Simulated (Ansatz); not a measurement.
Born–Oppenheimer molecular dynamics of C2H8AlBSi (13 atoms, charge 0, multiplicity 1). It starts from a relaxed structure.

Method: Ansatz 0.2.0, RKS PBE0/6-31G.

```yaml
ensemble: NVE (velocity Verlet)
time_step: 0.5 fs
steps_asked: 150
starting_velocities_drawn_for: 1000 K
seed: 724955
```

Frames 5 fs apart, positions in Å.

Velocities at 10.0 fs (Å/ps):

```
Al -6.94 1.86 0.47
C 5.49 -9.19 2.13
Si 3.02 2.72 1.59
B 0.97 3.19 -4.50
C 0.10 -6.21 2.59
H 29.66 -20.30 16.61
H 6.05 1.51 -25.72
H -4.57 22.01 -12.70
H 3.65 12.08 -16.17
H 0.33 -4.79 7.75
H 4.32 2.20 -11.63
H -18.21 4.69 -14.60
H 3.58 6.39 -8.54
```

```xyz
13
Properties=species:S:1:pos:R:3 time_fs=10.0 energy_less_start_eV=0.980 T=312
Al 0.571 1.388 1.260
C 0.163 -0.052 0.182
Si -1.721 -0.121 -0.201
B 1.001 -1.377 0.034
C 1.166 -0.410 -1.194
H -0.152 1.818 2.669
H 2.190 1.623 0.947
H -2.337 -0.356 1.109
H -2.084 1.232 -1.010
H -1.878 -1.311 -1.139
H 1.065 -2.383 0.663
H 0.676 -0.712 -2.106
H 2.122 0.070 -1.338
13
Properties=species:S:1:pos:R:3 time_fs=15.0 energy_less_start_eV=0.696 T=512
Al 0.546 1.399 1.267
C 0.191 -0.109 0.166
Si -1.701 -0.106 -0.200
B 0.994 -1.353 0.014
C 1.160 -0.447 -1.170
H -0.029 1.742 2.704
H 2.144 1.698 0.856
H -2.448 -0.235 1.103
H -2.063 1.149 -0.984
H -1.926 -1.303 -1.087
H 1.131 -2.388 0.579
H 0.606 -0.652 -2.120
H 2.087 0.137 -1.351
13
Properties=species:S:1:pos:R:3 time_fs=20.0 energy_less_start_eV=0.689 T=517
Al 0.542 1.405 1.276
C 0.201 -0.151 0.117
Si -1.674 -0.097 -0.199
B 0.983 -1.359 0.015
C 1.144 -0.470 -1.150
H -0.013 1.737 2.728
H 1.974 1.913 0.823
H -2.595 -0.096 1.070
H -2.077 1.061 -0.920
H -2.061 -1.278 -1.040
H 1.264 -2.409 0.469
H 0.591 -0.583 -2.049
H 1.957 0.213 -1.291
13
Properties=species:S:1:pos:R:3 time_fs=25.0 energy_less_start_eV=0.531 T=628
Al 0.549 1.403 1.285
C 0.179 -0.150 0.071
Si -1.649 -0.100 -0.192
B 0.989 -1.425 0.037
C 1.119 -0.457 -1.142
H -0.103 1.769 2.742
H 1.831 2.262 0.780
H -2.605 0.028 0.935
H -2.128 1.214 -1.001
H -2.221 -1.263 -1.006
H 1.408 -2.463 0.409
H 0.565 -0.614 -2.108
H 1.927 0.302 -1.218
13
Properties=species:S:1:pos:R:3 time_fs=30.0 energy_less_start_eV=0.710 T=502
Al 0.562 1.397 1.293
C 0.153 -0.136 0.049
Si -1.640 -0.098 -0.195
B 1.007 -1.497 0.055
C 1.086 -0.421 -1.147
H -0.221 1.762 2.667
H 1.653 2.608 0.741
H -2.569 0.119 0.949
H -2.040 1.188 -1.004
H -2.310 -1.215 -0.956
H 1.495 -2.528 0.434
H 0.672 -0.681 -2.092
H 1.910 0.260 -1.203
13
Properties=species:S:1:pos:R:3 time_fs=35.0 energy_less_start_eV=0.861 T=397
Al 0.579 1.397 1.296
C 0.157 -0.142 0.056
Si -1.652 -0.090 -0.206
B 1.023 -1.521 0.046
C 1.061 -0.402 -1.131
H -0.333 1.686 2.564
H 1.364 2.757 0.763
H -2.482 0.166 1.098
H -1.869 1.066 -0.996
H -2.326 -1.206 -0.922
H 1.474 -2.524 0.495
H 0.726 -0.747 -2.153
H 1.989 0.209 -1.253
13
Properties=species:S:1:pos:R:3 time_fs=40.0 energy_less_start_eV=0.710 T=502
Al 0.592 1.398 1.291
C 0.192 -0.172 0.089
Si -1.678 -0.083 -0.208
B 1.028 -1.482 0.017
C 1.068 -0.415 -1.123
H -0.438 1.549 2.538
H 1.107 2.773 0.799
H -2.291 0.156 1.136
H -1.778 1.173 -1.166
H -2.309 -1.280 -0.911
H 1.379 -2.489 0.560
H 0.701 -0.720 -2.070
H 1.978 0.123 -1.284
13
Properties=species:S:1:pos:R:3 time_fs=45.0 energy_less_start_eV=0.857 T=399
Al 0.591 1.392 1.284
C 0.234 -0.200 0.139
Si -1.703 -0.071 -0.213
B 1.025 -1.425 -0.006
C 1.103 -0.452 -1.125
H -0.460 1.366 2.559
H 1.024 2.868 0.769
H -2.186 0.152 1.159
H -1.774 1.147 -1.222
H -2.249 -1.319 -0.868
H 1.258 -2.420 0.576
H 0.535 -0.681 -2.077
H 2.023 0.142 -1.298
13
Properties=species:S:1:pos:R:3 time_fs=50.0 energy_less_start_eV=0.957 T=329
Al 0.578 1.384 1.277
C 0.254 -0.186 0.185
Si -1.713 -0.057 -0.220
B 1.025 -1.410 0.002
C 1.146 -0.480 -1.167
H -0.349 1.199 2.589
H 1.051 2.907 0.739
H -2.264 0.191 1.207
H -1.856 0.991 -1.142
H -2.189 -1.329 -0.809
H 1.196 -2.425 0.563
H 0.499 -0.601 -1.994
H 1.993 0.151 -1.335
13
Properties=species:S:1:pos:R:3 time_fs=55.0 energy_less_start_eV=0.678 T=524
Al 0.557 1.379 1.271
C 0.255 -0.137 0.205
Si -1.708 -0.052 -0.207
B 1.026 -1.437 0.031
C 1.178 -0.490 -1.204
H -0.159 1.101 2.680
H 1.110 2.777 0.762
H -2.417 0.233 1.088
H -2.028 1.081 -1.239
H -2.168 -1.385 -0.770
H 1.218 -2.514 0.535
H 0.498 -0.583 -2.092
H 2.024 0.190 -1.415
13
Properties=species:S:1:pos:R:3 time_fs=60.0 energy_less_start_eV=0.774 T=457
Al 0.534 1.377 1.272
C 0.250 -0.100 0.173
Si -1.693 -0.049 -0.193
B 1.020 -1.464 0.055
C 1.186 -0.489 -1.223
H 0.065 1.089 2.825
H 1.227 2.684 0.780
H -2.609 0.278 0.943
H -2.148 1.078 -1.248
H -2.146 -1.392 -0.727
H 1.270 -2.542 0.475
H 0.628 -0.645 -2.131
H 2.029 0.156 -1.440
13
Properties=species:S:1:pos:R:3 time_fs=65.0 energy_less_start_eV=0.717 T=497
Al 0.514 1.377 1.287
C 0.248 -0.101 0.089
Si -1.677 -0.046 -0.186
B 1.002 -1.452 0.049
C 1.172 -0.489 -1.197
H 0.301 1.155 2.900
H 1.382 2.705 0.764
H -2.751 0.309 0.887
H -2.125 0.904 -1.136
H -2.116 -1.368 -0.696
H 1.311 -2.539 0.450
H 0.716 -0.790 -2.171
H 2.075 0.115 -1.368
```

Of the whole run (75 fs, mean temperature of the second half 447 K): The conserved energy stayed within 0.24 meV per atom of its start (net change 0.18 meV per atom), so the integration is sound. The temperature averaged 0.45 of the 1000 K drawn at the start: a run that starts near a minimum puts about half its kinetic energy into the potential. A run of 0.075 ps of so small a system gives no equilibrium averages. Limits of this set-up: no polarisation functions.

Run time: 7.3 min on 1 CPU thread of a shared host.
